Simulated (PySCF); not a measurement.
**Magnetic susceptibility: closo-1,9-AsAsB9**

Geometry:
```
atom   x (Å)   y (Å)   z (Å)
  B1   1.548   0.103   0.079
  B2  -1.072   0.864  -1.114
  B3   0.439   1.406  -0.310
 As4  -1.296   1.639   0.877
  B5   0.568  -1.193   0.903
  B6   1.076  -1.338  -0.719
 As7  -0.894  -1.589  -0.899
  B8  -1.112  -0.458   1.309
  B9   0.610   0.119  -1.479
 B10   0.412   0.486   1.362
 B11  -2.035  -0.089  -0.073
 H12   2.704   0.305   0.210
 H13  -1.525   1.441  -2.045
 H14   0.918   2.469  -0.532
 H15   0.876  -2.027   1.683
 H16   1.757  -2.190  -1.176
 H17  -1.587  -0.921   2.291
 H18   0.952   0.331  -2.592
 H19   0.874   0.861   2.390
 H20  -3.213  -0.217  -0.166
```

The calculation used PySCF 2.14.0, GIAO BP86/def2-SVP magnetisability, rotational g tensor and spin-rotation constants, non-relativistic, gas phase. Geometry: GFN2-xTB.

The calculation is non-relativistic, which matters for the atoms heavier than Zn.

Q: How diamagnetic is it, and how anisotropic?

A: Isotropic -2734 × 10⁻³⁰ J/T², or -164.7 × 10⁻⁶ cm³/mol; principal values -3072, -2832, -2299 × 10⁻³⁰ J/T², anisotropy 686 × 10⁻³⁰ J/T² (root of half the summed squared differences of the principal values). The susceptibility is in cgs units.

Q: Split it along the inertial axes a, b, c into diamagnetic and paramagnetic parts about the centre of mass, with the quadrupole moment.

A: 
| axis | χ (10⁻⁶ cm³/mol) | diamagnetic (10⁻⁶ cm³/mol) | paramagnetic (10⁻⁶ cm³/mol) | summed x² of all electrons (Å²) | quadrupole Θ (D Å) |
| --- | --- | --- | --- | --- | --- |
| a | -155.6 | -1002.5 | 846.9 | 293.3 | +10.88 |
| b | -153.4 | -1653.2 | 1499.8 | 139.9 | -5.85 |
| c | -185.0 | -1837.6 | 1652.6 | 96.4 | -5.04 |

Anisotropies 2χaa − χbb − χcc = +27.2 and 2χbb − χaa − χcc = +33.9 × 10⁻⁶ cm³/mol. Θ is traceless in Buckingham's convention.

Q: And the rotational g tensor?

A: 
| axis | rotational constant (GHz) | g | nuclear part | electronic part |
| --- | --- | --- | --- | --- |
| a | 1.4117 | -0.0103 | 0.5514 | -0.5617 |
| b | 0.6887 | -0.0025 | 0.4827 | -0.4852 |
| c | 0.6113 | +0.0067 | 0.4813 | -0.4746 |

Asymmetric top; isotopes 75As, 11B, 1H; no vibrational averaging.
